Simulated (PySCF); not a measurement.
C3H13NSi2, SMILES C([SiH3])(N)(CC)[SiH3]. The structure is a stationary point at PBE-D3(BJ)/def2-SVP. The structure was generated by enumeration, and PubChem lists no compound with its InChIKey, so it may never have been made. The values are those of a single conformer.

These are PySCF with PBE-D3(BJ)/def2-SVP values and carry that method's errors.

Harmonic wavenumbers (cm⁻¹): 83, 131, 155, 175, 181, 213, 235, 251, 273, 338, 364, 513, 530, 591, 629, 652, 748, 797, 840, 870, 889, 901, 904, 910, 914, 915, 974, 1049, 1080, 1116, 1213, 1272, 1308, 1344, 1392, 1417, 1427, 1572, 2133, 2145, 2150, 2154, 2164, 2169, 2951, 2967, 3002, 3054, 3060, 3382, 3467. Rotational constants (GHz): 2.348, 1.745, 1.366; symmetry number 1.

Question: Work out the zero-point energy and the ideal-gas rigid-rotor harmonic-oscillator thermochemistry at 298.15 K and 1 atm.

Answer: ZPE = ½ Σ hcν = ½ × 63965 cm⁻¹ = 91.44 kcal/mol. H − E(el) = 98.62 kcal/mol. Entropy in cal/(mol K): translation 40.24, rotation 28.44, vibration 28.11, total 96.80. G − E(el) = 69.76 kcal/mol. Cp = 40.87 cal/(mol K). Modes under 150 cm⁻¹ make the vibrational entropy uncertain.
